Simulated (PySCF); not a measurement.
**Radial density of Ar+ (argon, charge +1)**

UHF, [Ne] 3s2 3p5, 2P determinant. All numbers are calculated (PySCF 2.14, scalar relativity by spin-free X2C-1e, in x2c-TZVPall (5s5p2d1f, 37 functions)).

```tsv
r (bohr)	4πr²ρ (e/bohr)	4πr²(ρα − ρβ)
0.00144	0.1148	0.0000
0.00242	0.3065	0.0000
0.00407	0.7816	0.0000
0.00685	1.937	0.0001
0.0115	4.504	0.0003
0.0194	9.404	0.0009
0.0326	16.29	0.0033
0.0548	20.91	0.0135
0.0922	17.74	0.0522
0.155	14.72	0.1393
0.261	20.74	0.1687
0.439	14.75	0.0057
0.738	4.467	0.2525
1.24	5.464	0.7706
2.09	2.120	0.3143
3.51	0.1348	0.0165
5.91	0.0003850	0.0000
```

Densities and radii are taken from the X2C orbitals without a picture-change correction, which distorts them close to the nucleus.
